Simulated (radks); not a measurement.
Charge is removed step by step from the 3s1/2 level of Al2+, starting from [Ne] 3s1. All-electron calculation, Dirac Kohn-Sham, PBE, spin-unpolarised, spherical densities, finite nucleus; Fermi nuclear charge, rms radius 3.061 fm. Program: a radial shooting solver on a logarithmic mesh with Libxc functionals.

removed (e),E - E(0) (eV),eigenvalue (eV)
0,0.000,-23.747
0.125,3.041,-24.904
0.25,6.226,-26.069
0.375,9.558,-27.243
0.5,13.038,-28.430
0.625,16.666,-29.634
0.75,20.447,-30.852
0.875,24.379,-32.044

The mean slope of the eigenvalue, de/dn, is 9.48 eV per electron.
